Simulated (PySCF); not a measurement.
Zero-point energy and free energy from harmonic frequencies

System: H3BFNO (SMILES NB(O)F), singlet, at the geometry optimised at the base level. Level: PBE0/STO-3G, frequencies in PySCF. Sums are taken with unrounded values, so a last digit can differ.

Electronic energy -252.834568 Eh; harmonic frequencies (cm⁻¹, unscaled): 286, 385, 448, 476, 593, 636, 918, 966, 1195, 1569, 1630, 1799, 3800, 3880, 3985. At 298.15 K and 1 atm the ideal-gas enthalpy is -252.777691 Eh and the entropy 67.64 cal/(mol K).

Work out the zero-point energy, the thermal part of the enthalpy and the Gibbs energy.

The frequencies add up to 22565 cm⁻¹; half of that over 219474.6 cm⁻¹/Eh is 0.05141 Eh = 32.26 kcal/mol (the program: 32.26). H - E - ZPE = 3.43 kcal/mol comes from translation, rotation, pV and thermally filled vibrations (RT = 0.592 kcal/mol). TS = 298.15 × 67.64/1000 = 20.17 kcal/mol = 0.03214 Eh, so G = H - TS = -252.80983 Eh.
